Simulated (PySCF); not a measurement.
One molecule, a ladder of functionals, a line

Molecule: SMILES Bc1ccoc1, C$_{4}$H$_{5}$BO.

Atoms are numbered as in `[BH2:1][c:2]1[cH:3][cH:4][o:5][cH:6]1`. Hydrogens are named by the atom that carries them.

GIAO shieldings (ppm, equivalent atoms averaged) in PySCF 2.14 on the PBE0-D3(BJ)/def2-SVP geometry, basis pcSseg-2, gas phase, non-relativistic:

```csv
functional,exact exchange (%),σ(B1),σ(C2),σ(O5)
BLYP,0,24.6,34.2,-7.2
BP86,0,27.0,39.9,-3.8
PBE,0,25.1,39.5,-5.0
B3LYP,20,28.8,39.0,0.7
PBE0,25,30.8,45.5,4.7
mPW1PW91,25,31.5,44.9,4.3
HF,100,50.5,60.1,43.9
```

Q: Fit each shielding as a line in the percentage of exact exchange.

A: σ(B1) = 25.1 + 0.25 x (rms 0.9 ppm); σ(C2) = 37.8 + 0.22 x (rms 2.3 ppm); σ(O5) = -6.6 + 0.49 x (rms 1.8 ppm). The functionals also differ in their semilocal parts, which the line can't hold; Hartree–Fock has no correlation at all.

Q: What does the line predict for BHandHLYP (50 %), and what does the run give?

A: σ(B1): 37.6 predicted, 35.9 computed; σ(C2): 48.8 predicted, 46.0 computed; σ(O5): 17.9 predicted, 14.8 computed ppm.
